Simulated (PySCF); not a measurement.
**Excitation energy of In by level of theory**

In [Kr] 4d10 5s2 5p1 (2P) → In [Kr] 4d10 5s2 6s1 (2S), as a difference of total energies. Computed with PySCF 2.14 in aug-cc-pV5Z-PP with ECP28MDF, with scalar relativity through the core potential. Correlated levels: valence: 4s2 4p6 4d10 frozen. The calculations carry no spin-orbit coupling.

```
           method  excitation energy (cm⁻¹)
              UHF                     21612
              LDA                     22700
              PBE                     21754
             PBE0                     22348
           r2SCAN                     23670
             BP86                     22530
           revPBE                     21379
          r2SCANh                     23756
    MP2 (valence)                     22323
SCS-MP2 (valence)                     22372
```

For comparison: 22898 cm⁻¹ (measured; NIST levels, between the centres of gravity of the two terms).
